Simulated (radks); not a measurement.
Values are calculated unless marked as measured or tabulated.
Initial-state core-level shifts of the zinc ion Zn+ when its valence configuration changes from [Ar] 3d10 4s1. Code: a radial shooting solver on a logarithmic mesh with Libxc functionals. Model: scalar-relativistic Kohn-Sham, PBE, spin-polarised, spherical densities, finite nucleus; open shells are filled with parallel spins first; Fermi nuclear charge, rms radius 3.9283 fm. Shifts are changes of the shell-averaged eigenvalues in eV (positive: less bound); the change of the density at the nucleus, which sets a Mossbauer isomer shift, is in e/bohr^3, on a base of 2.534e+04.

valence,2s,2p,3s,3p,density at nucleus
3d9 4s2,-8.532,-8.456,-7.479,-7.295,+17.525
3d9 4s1 4p1,-10.025,-9.948,-9.042,-8.851,+4.956
3d10 4p1,-1.721,-1.726,-1.830,-1.833,-11.506
3d8 4s2 4p1,-20.051,-19.887,-17.413,-17.007,+26.087
3d8 4p3,-22.754,-22.582,-20.197,-19.773,-5.056
3d9 4p2,-11.628,-11.553,-10.722,-10.528,-8.818
3d9 4s0.5 4p1.5,-10.835,-10.759,-9.890,-9.698,-1.854
3d10 4s0.5 4p0.5,-0.873,-0.875,-0.927,-0.928,-5.657
3d9.5 4s1 4p0.5,-4.855,-4.819,-4.439,-4.350,+2.322
